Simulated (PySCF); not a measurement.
# Nb³⁵⁺: ionisation energy

Nb³⁵⁺ [He] 2s2 2p2 (3P) → Nb³⁶⁺ [He] 2s2 2p1 (2P), as a difference of total energies. Computed with PySCF 2.14 in an uncontracted even-tempered set (19 s from 13 bohr⁻², ratio 2.2; 12 p from 16 bohr⁻², ratio 2.2; 6 d from 65 bohr⁻², ratio 2.4; 5 f from 97 bohr⁻², ratio 2.4; 4 g from 150 bohr⁻², ratio 2.4), with the spin-free X2C one-electron Hamiltonian (Gaussian nucleus). Correlated levels: nothing frozen; virtual orbitals above 40 to 60 times the deepest correlated orbital energy dropped. The calculations carry no spin-orbit coupling.

```tsv
method	ionisation energy (eV)
UHF	4771.5
LDA	4768.2
PBE0	4771.0
r2SCAN	4773.7
r2SCANh	4773.5
MP2 (all electrons)	4771.0
SCS-MP2 (all electrons)	4770.6
```

Task: Estimate what PBE gives.

Result: 4770.4 eV, closest to SCS-MP2 (all electrons) among the rows shown.

Task: Estimate what r2SCAN0 gives.

Result: 4773.4 eV, closest to r2SCANh among the rows shown.

Spin-orbit coupling is strong in these open shells (close to jj coupling). The scalar numbers leave it out and a first-order estimate fails, so it can dominate the gap to the real levels.

For this ion Breit and QED terms and the two-electron picture change, all absent here, outweigh the differences among the correlated methods.

For comparison: 4815 ± 5 eV (semi-empirical (NIST evaluation); NIST Atomic Spectra Database, ionization energies).
